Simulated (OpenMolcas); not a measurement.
# V2+ in a point-charge field

V2+ among 4 point charges of -0.5 e arranged as a tetrahedron (Td), 1.77 Å from the ion.
```
   1.0219    1.0219    1.0219  -0.50
   1.0219   -1.0219   -1.0219  -0.50
  -1.0219    1.0219   -1.0219  -0.50
  -1.0219   -1.0219    1.0219  -0.50
```

- Program: OpenMolcas
- Method: CASSCF
- Basis: ANO-RCC-VDZP [5s4p2d1f]
- Scalar Hamiltonian: DKH2, point nucleus
- Active space: 3 electrons in 5 orbitals (3d)
- State averaging: 2S+1 = 4 even, 10 roots; 2S+1 = 2 even, 40 roots
- Spin-orbit coupling: RASSI with atomic mean-field integrals over the reference wave functions

The lowest spin-free states (labels of Td), above the lowest:

```csv
State,Degeneracy,E (cm-1),Free-ion L (%)
4T1,3,0.0,F (100)
4T2,3,1238,F (100)
4A2,1,2761,F (100)
2E,2,14635,G (85)
2T2,3,14994,G (98)
2T1,3,15301,G (93)
4T1,3,15368,P (100)
2A1,1,15773,G (100)
2T1,3,19445,P (64)
2T1,3,19951,H (96)
2T2,3,20020,H (86)
2E,2,20323,H (89)
2T1,3,21265,H (62)
2E,2,21979,D (94)
2T2,3,22294,D (86)
2T1,3,34093,F (99)
2T2,3,34214,F (100)
2A2,1,34487,F (100)
2T2,3,52909,D (100)
2E,2,53276,D (100)
```

The lowest levels with spin-orbit coupling:

```csv
E (cm-1),Degeneracy,Label,2S+1,g
0.0,4,Γ8,4,
38.2,2,Γ7,4,1.33 1.33 1.33
246.8,4,Γ8,4,
400.3,2,Γ6,4,3.85 3.85 3.85
1353,2,Γ7,4,3.33 3.33 3.33
1378,4,Γ8,4,
1477,2,Γ6,4,1.86 1.86 1.86
1511,4,Γ8,4,
2978,4,Γ8,4,
14778,4,Γ8,2,
15046,2,Γ7,2,2.57 2.57 2.57
15252,4,Γ8,2,
15386,2,Γ6,4 (66 %),1.47 1.47 1.47
15400,2,Γ6,2 (66 %),0.43 0.43 0.43
15463,4,Γ8,4,
15545,4,Γ8,2,
15641,2,Γ7,4,2.66 2.66 2.66
15642,4,Γ8,4,
15961,2,Γ6,2,2.69 2.69 2.69
19541,2,Γ6,2,1.54 1.54 1.54
```

Powder χT (cm3 K/mol): 0.185 at 2 K, 0.244 at 10 K, 0.499 at 50 K, 0.78 at 100 K, 1.26 at 200 K, 1.59 at 300 K. The effective moment at 300 K is 2.828 √(χT) = 3.57 μB.

The lowest level has 2S+1 = 4, for which the spin-only value is χT = S(S+1) / 2 = 1.875 cm3 K/mol (g = 2). The computed 1.594 at 300 K differs by -0.281, through orbital momentum, spin-orbit coupling and any other state in reach. With a threefold ground state the orbital momentum is unquenched, so the spin-only value is not expected to hold.

A least-squares ligand-field fit to the states below 45000 cm-1, each weighted by its degeneracy and with a free common offset, gives 10Dq = -1562 cm-1 (negative for this site), B = 942 cm-1 and C = 3541 cm-1 (C/B = 3.76), with an rms deviation of 73 cm-1.

An orbital triplet at a regular site is open to Jahn-Teller coupling, which can distort the site and quench the lowest spin-orbit gaps and is left out. Without dynamic correlation the repulsion within the d shell is too large (B by tens of per cent), so at a given field states of lower spin stand too high. The ground term spreads over less than 5000 cm-1, several times less than with real ligands, so orbital moments are less quenched and χT lies further from the spin-only value than at real sites. This is an electrostatic model: the charges have no orbitals. No measured value stands beside these numbers.

The RASSCF and RASSI steps took 11 s on 1 thread of Arm Neoverse V1, with other jobs on the host; the integral step is not counted.
